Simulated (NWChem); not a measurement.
System: SOF, doublet; SMILES O=[S]F

All runs: NWChem. Spin-unrestricted. In the optimisation the excess spin sits in a" (Cs, its own frame). All runs use the structure optimised with PBE0/def2-SVP, spin-unrestricted. No stability test was run on the SCF state. Level: B3LYP/def2-SVP with SMD (1 M gas to 1 M solution), gas-phase geometry. Reactions with the solvent are ignored.

| solvent | dielectric constant | solvation free energy (kcal/mol) | cavity-dispersion-structure term (kcal/mol) | dipole in solution (D) |
|---|---|---|---|---|
| water | 78.4 | -1.9 | 0.7 | 2.25 |
| methanol | 32.6 | -1.9 | 0.6 | 2.24 |
| anisole | 4.22 | -2.7 | -1.4 | 2.04 |
| acetone | 20.5 | -3.2 | -1.5 | 2.10 |
| N,N-dimethylformamide | 37.2 | -3.3 | -1.6 | 2.10 |
| acetonitrile | 35.7 | -2.6 | -0.9 | 2.11 |
